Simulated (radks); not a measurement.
Problem. Zr4+, configuration [Kr] (the NIST ground configuration). All-electron calculation, Dirac Kohn-Sham, exchange-only PBE, spin-unpolarised, spherical densities, point nucleus. Program: a radial shooting solver on a logarithmic mesh with Libxc functionals. Some entries of the table are withheld. Estimate them.

orbital,occ.,eigenvalue (hartree),<1/r> (bohr^-1)
1s1/2,2,-656.3424,41.26
2s1/2,2,-92.24925,(1)
2p1/2,2,(2),9.315
2p3/2,4,(3),8.913
3s1/2,2,-16.37826,3.161
3p1/2,2,-13.52374,3.056
3p3/2,4,-13.02086,2.960
3d3/2,4,-7.98965,2.757
3d5/2,6,-7.89768,2.732
4s1/2,2,(4),1.141
4p1/2,2,(5),(6)
4p3/2,4,(7),(8)

Solution. 
(1) 2s1/2 <1/r> (bohr^-1): 9.341
(2) 2p1/2 eigenvalue (hartree): -84.57703
(3) 2p3/2 eigenvalue (hartree): -81.42123
(4) 4s1/2 eigenvalue (hartree): -3.45980
(5) 4p1/2 eigenvalue (hartree): -2.67273
(6) 4p1/2 <1/r> (bohr^-1): 1.030
(7) 4p3/2 eigenvalue (hartree): -2.60217
(8) 4p3/2 <1/r> (bohr^-1): 1.005
